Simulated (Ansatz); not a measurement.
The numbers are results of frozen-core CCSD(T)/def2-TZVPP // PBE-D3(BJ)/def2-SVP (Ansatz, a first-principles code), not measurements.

Ansatz 0.2 input:
```yaml
crystal:
  periodic: [false, false, false]
  atoms:
    - { symbol: Y, position_ang: [0.001228, 0.000998, 0.002416] }
    - { symbol: Br, position_ang: [1.909244, 0.941853, -1.482848] }
    - { symbol: Br, position_ang: [0.244025, -2.337382, 1.100108] }
    - { symbol: Br, position_ang: [-2.149308, 1.399745, 0.390293] }
basis:
  gaussian: { orbitals: def2-TZVPP }
correlation:
  method: ccsd_t
```

Output:

```
Functional definition: HF
1354 factors; integrals over basis functions are off by at most 7.2e-4 eV
mean field evaluation 1: about -211034.1941 eV, gradient 2.2e1 eV
mean field evaluation 2: about -211034.2868 eV, gradient 2.2e1 eV
mean field evaluation 4: about -211036.1981 eV, gradient 1.6e0 eV
mean field evaluation 8: about -211036.2292 eV, gradient 1.7e-1 eV
mean field evaluation 16: about -211036.2295 eV, gradient 8.8e-7 eV
mean field -211036.22945263 eV, -7755.4383868902 hartree, gradient 8.8e-7 eV, S^2 0.000000; 0 other end points of the search recorded, 0 dependent functions left out
27 core orbitals not correlated
reference -211036.22945263 eV, -7755.4383868902 hartree; 31, 31 occupied and 142, 142 virtual orbitals, 1354 factors
second order -28.81390956 eV of doubles, -0.00000000 eV of singles
cycle   1  -28.58759913 eV  change    2.3e-1 eV  update   1.1e-1
cycle   2  -29.11746847 eV  change   -5.3e-1 eV  update   3.3e-2
cycle   3  -29.24846573 eV  change   -1.3e-1 eV  update   1.9e-2
cycle   4  -29.22016475 eV  change    2.8e-2 eV  update   5.6e-3
cycle   5  -29.21883801 eV  change    1.3e-3 eV  update   2.2e-3
cycle   6  -29.21971966 eV  change   -8.8e-4 eV  update   5.7e-4
cycle   7  -29.21936684 eV  change    3.5e-4 eV  update   2.2e-4
cycle   8  -29.21941531 eV  change   -4.8e-5 eV  update   7.2e-5
cycle   9  -29.21947519 eV  change   -6.0e-5 eV  update   2.6e-5
perturbative correction -1.01762146 eV, -0.0373968990 hartree
Total energy: -211066.46654928 eV, -7756.5495796966 hartree
```

Cost: about 4 core-minutes (a rough figure).
